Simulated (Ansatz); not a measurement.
The same path of BBrCl2 + H2 (6 atoms, charge 0, multiplicity 1) was run 3 times with different band settings. Lost on the way: B1–Br2, H5–H6. Made: B1–H6, Br2–H5.

All numbers below come from RKS PBE/def2-SVP (Ansatz 0.2.0).

Relaxed end points:

```xyz
6
Properties=species:S:1:pos:R:3
B 0.990 -0.514 0.233
Br 1.771 1.151 -0.307
Cl 0.726 -1.781 -0.947
Cl 0.543 -0.771 1.907
H -1.795 1.252 -0.556
H -2.235 0.663 -0.330
```

```xyz
6
Properties=species:S:1:pos:R:3
B -0.185 -1.039 0.358
Br 0.883 2.309 -0.769
Cl 0.605 -1.996 -0.874
Cl 0.444 -0.980 1.988
H -0.543 2.150 -0.792
H -1.204 -0.444 0.090
```

Common settings: spring 5.0 eV/Å²; optimiser quadratic models (default); start path through a guess of the saddle point; force threshold 0.05 eV/Å; iteration limit 60; end points relaxed.

| run | movable images | climbing image |
| --- | --- | --- |
| 1 | 7 | yes |
| 2 | 8 | no |
| 3 | 2 | no |

(1) What does each run give, and how far can it be trusted?

Answers

(1) Run 1: converged after 26 iterations, highest image 1.133 eV above the first end. A vibrational analysis at the climbing image gives one clearly imaginary mode, 543i cm⁻¹: a first-order saddle point.
Run 2: converged after 36 iterations, highest image 1.124 eV above the first end. No image climbed, so the highest image needn't sit at the top of the path.
Run 3: converged after 12 iterations, highest image 0.705 eV above the first end. No image climbed, so the highest image needn't sit at the top of the path. A band with more images between the same ends climbed to 1.13 eV, so this one has probably stepped over the top. So few images can step over the top or miss a turn of the path.
The orbitals stay closed-shell, which can raise the energy where a bond breaks towards radicals; this wasn't checked here.
